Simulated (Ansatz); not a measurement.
Stepwise reaction of `NB(N)F` with hydrogen fluoride, as a gas-phase model of exchange steps in deposition or etching. ΔE in kJ/mol; ΔG adds harmonic PBE0-D4 terms to CCSD(T)/CBS, at 1 bar.

Isolated molecules relaxed with PBE0-D4/def2-TZVP in Ansatz; ΔE leaves out vibrations. CBS: MP2 limit from def2 TZ/QZ plus the TZ coupled-cluster correction, frozen cores. This one scheme is used for every species. DFT in def2-TZVPP. B3LYP here is the variant with VWN-RPA as its local correlation; programs differ in this. Each species was taken in one conformer, which may not be the lowest.

```
step                         reaction  PBE-D4  B3LYP-D4  ωB97M-V  CCSD(T)/CBS  ΔG(400 K)
   2  `NB(F)F` + H–F → `FB(F)F` + NH₃   -22.2     -25.4    -26.1        -23.9      -23.2
```

Problem. Give the row of step 1, `NB(N)F` + H–F → `NB(F)F` + NH₃. (Estimate.)

Solution. Computed: 
```tsv
step	reaction	PBE-D4	B3LYP-D4	ωB97M-V	CCSD(T)/CBS	ΔG(400 K)
1	`NB(N)F` + H–F → `NB(F)F` + NH₃	-51.6	-55.1	-54.8	-50.3	-48.9
```

Problem. By hand: ΔE of the 2 steps together at CCSD(T)/CBS.

Solution. (-50.3) + (-23.9) = -74.2 kJ/mol, or -37.1 kJ/mol a step.

In ΔE each step is higher than the one before. All are downhill at CCSD(T)/CBS. ΔG lies between -48.9 and -23.2 kJ/mol a step. PBE-D4 differs from CCSD(T)/CBS by -1.3 to 1.7 kJ/mol a step. Isolated molecules leave out the surface, adducts and barriers. Largest T1 diagnostic: 0.012.
